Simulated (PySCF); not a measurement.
Working out the ionisation energy of Ne²⁺

Ne²⁺ [He] 2s2 2p4 (3P) → Ne³⁺ [He] 2s2 2p3 (4S). Computed with PySCF 2.14 in x2c-QZVPPall, with the spin-free X2C one-electron Hamiltonian (Gaussian nucleus). Frozen: 1s2. Energies in hartree (1 hartree = 27.21139 eV):

```json
{"part": "UHF", "Ne²⁺ (lower)": "-126.519992", "Ne³⁺ (upper)": "-124.247719"}
{"part": "CCSD correlation", "Ne²⁺ (lower)": "-0.170776", "Ne³⁺ (upper)": "-0.121110"}
{"part": "(T)", "Ne²⁺ (lower)": "-0.001773", "Ne³⁺ (upper)": "-0.001076"}
```

**Question.** What does Hartree-Fock give?

**Answer.** (-124.247719) − (-126.519992) = 2.272273 hartree = 61.832 eV.

**Question.** What do CCSD and CCSD(T) give?

**Answer.** The CCSD correlation energies differ by 0.049666 hartree = 1.351 eV and the triples by 0.000697 hartree = 0.019 eV, so CCSD gives 63.183 eV and CCSD(T) 63.202 eV.

A first-order spin-orbit estimate adds 0.038 eV to CCSD(T) (valence), giving 63.240 eV against 63.423 eV (measured; NIST Atomic Spectra Database, ionization energies).

What remains against the reference includes basis incompleteness, the frozen core and higher excitations.
